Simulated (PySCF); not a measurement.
FHTe. Atoms are numbered in the order given.

```xyz
3

Te     0.0334     0.2760     0.0000
H     -1.6253     0.4100     0.0000
F     -0.0126    -1.6404     0.0000
```
Charge 0, spin multiplicity 1.

Geometry optimised at r2SCAN-D4/def2-TZVP. The def2 effective core potentials stand for the cores of Te; spin–orbit coupling is left out.

The numbers are results of PySCF with CAM-B3LYP/def2-TZVPD, not measurements.

Mulliken values depend strongly on the basis, most of all with diffuse functions as here. ESP charges are fitted to the potential on shells at 1.4 to 2.0 van der Waals radii. Atomic charges (e):

| atom | ESP fit | Mulliken |
|---|---|---|
| Te1 | 0.18 | 0.42 |
| H2 | 0.06 | 0.04 |
| F3 | -0.23 | -0.46 |
